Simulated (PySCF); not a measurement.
## Two-component Hartree-Fock for Zr³⁺ (zirconium, charge +3)

Start: [Kr] 5s1; 5s1/2 filled at m_j = +1/2. Calculated with PySCF 2.14 in x2c-TZVPall-2c with one added diffuse shell each of s, p, d type (9s10p8d1f, 86 functions): generalised Hartree-Fock with the X2C-1e Hamiltonian and a Gaussian nucleus; one run each with spin-orbit coupling (SO) switched off, then screened by Boettger's factors. This is a chosen level, not necessarily the ground level.

```tsv
spinor shell	electrons	ε, spin-free (eV)	ε, screened SO (eV)	weight of nominal j (screened SO)	rms radius, screened SO (bohr)
1s1/2	2	-18130.8	-18130.0	1.000	0.0426
2s1/2	2	-2612.9	-2612.6	1.000	0.176
2p1/2	2	-2327.4	-2386.6	1.000	0.154
2p3/2	4	-2327.4	-2299.5	1.000	0.158
3s1/2	2	-487.03	-486.97	1.000	0.487
3p1/2	2	-391.30	-401.15	1.000	0.489
3p3/2	4	-391.30	-386.64	1.000	0.499
3d3/2	4	-234.00	-235.53	1.000	0.493
3d5/2	6	-234.00	-232.93	1.000	0.496
4s1/2	2	-99.669	-99.658	1.000	1.27
4p1/2	2	-71.210	-72.594	0.998	1.40
5s1/2	1	-28.588	-28.587	1.000	3.28
```

Problem. Where does 4p3/2 lie, and what is the 4p spin-orbit splitting (screened SO)?

Solution. At -70.551 eV, 2.043 eV above 4p1/2.

| quantity | spin-free | screened SO |
| --- | --- | --- |
| E (hartree) | -3594.36310 | -3594.70998 |
| M_J | 1/2 | 1/2 |
| ⟨J²⟩ | 0.750 | 0.750 |
| ⟨L²⟩ | 0.000 | 0.007 |
| ⟨S²⟩ | 0.750 | 0.757 |

Each row is a mean over spinors that exchange with the open shell spreads, by up to 0.465 eV (4s1/2).

Breit and QED terms are absent; they matter most for the inner s and p1/2 levels.

Densities and radii are taken from the X2C orbitals without a picture-change correction, which distorts them close to the nucleus.

Without spin-orbit coupling the j labels of p, d and f shells carry no meaning; the spin-free column gives the mean over the occupied spinors of each nl shell.
